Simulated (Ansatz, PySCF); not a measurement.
C2H8InN, SMILES C[N](C)[InH2]. Atoms are numbered in the order given.

```xyz
12

In     0.1290    -0.6621    -0.6341
H     -1.1185    -0.7364    -1.8224
H      1.5192    -1.6396    -0.3418
N     -0.0816     0.8909     0.6885
C      0.8433     1.1491     1.7677
C     -1.1705     1.8388     0.6372
H      1.3063     2.1559     1.6875
H      0.3459     1.1111     2.7605
H      1.6592     0.4095     1.7779
H     -1.7697     1.8356     1.5728
H     -0.8097     2.8806     0.4996
H     -1.8554     1.6133    -0.1952
```
Charge 0, spin multiplicity 1.

The structure is a stationary point at B3LYP-D3(BJ)/def2-SVP. The structure was generated by enumeration; whether it is a known compound was not checked. The def2 effective core potentials stand for the cores of In; spin–orbit coupling is left out.

Two levels are set side by side: PBE-D3(BJ)/def2-SVP (Ansatz, a program for electronic structure) and B3LYP-D3(BJ)/def2-SVP (Ansatz). Each level has its own optimised geometry; the coordinates shown are those of the second. Frequencies come from the Hessian of PySCF at each geometry. Differences are taken from unrounded values.

| quantity | B3LYP-D3(BJ) |
|---|---|
| mean bond length (Å) | 1.367 |
| bond In1–N4 (Å) | 2.051 |
| bond N4–C5 (Å) | 1.445 |
| bond N4–C6 (Å) | 1.445 |
| bond In1–H2 (Å) | 1.724 |
| bond In1–H3 (Å) | 1.724 |
| bond C5–H7 (Å) | 1.111 |
| bond C5–H8 (Å) | 1.111 |
| bond C5–H9 (Å) | 1.101 |
| bond C6–H10 (Å) | 1.111 |
| bond C6–H11 (Å) | 1.111 |
| bond C6–H12 (Å) | 1.101 |
| highest harmonic wavenumber (cm⁻¹) | 3094 |
| mean harmonic wavenumber (cm⁻¹) | 1355 |
| zero-point energy (kcal/mol) | 58.10 |

### Question
What does PBE-D3(BJ) give, and how far is it from B3LYP-D3(BJ)? (The exact figures need the calculation; the answer reports its results.)

### Answer

| quantity | PBE-D3(BJ) | PBE-D3(BJ) minus B3LYP-D3(BJ) |
|---|---|---|
| mean bond length (Å) | 1.373 | 0.006 |
| bond In1–N4 (Å) | 2.061 | 0.010 |
| bond N4–C5 (Å) | 1.445 | 0.001 |
| bond N4–C6 (Å) | 1.445 | 0.001 |
| bond In1–H2 (Å) | 1.730 | 0.005 |
| bond In1–H3 (Å) | 1.730 | 0.005 |
| bond C5–H7 (Å) | 1.119 | 0.008 |
| bond C5–H8 (Å) | 1.119 | 0.008 |
| bond C5–H9 (Å) | 1.109 | 0.008 |
| bond C6–H10 (Å) | 1.119 | 0.008 |
| bond C6–H11 (Å) | 1.119 | 0.008 |
| bond C6–H12 (Å) | 1.109 | 0.008 |
| highest harmonic wavenumber (cm⁻¹) | 3038 | -56 |
| mean harmonic wavenumber (cm⁻¹) | 1319 | -36 |
| zero-point energy (kcal/mol) | 56.55 | -1.55 |

GGA bonds tend to be longer and softer than those of functionals with exact exchange. Differences between two approximate levels are no errors against the true value.
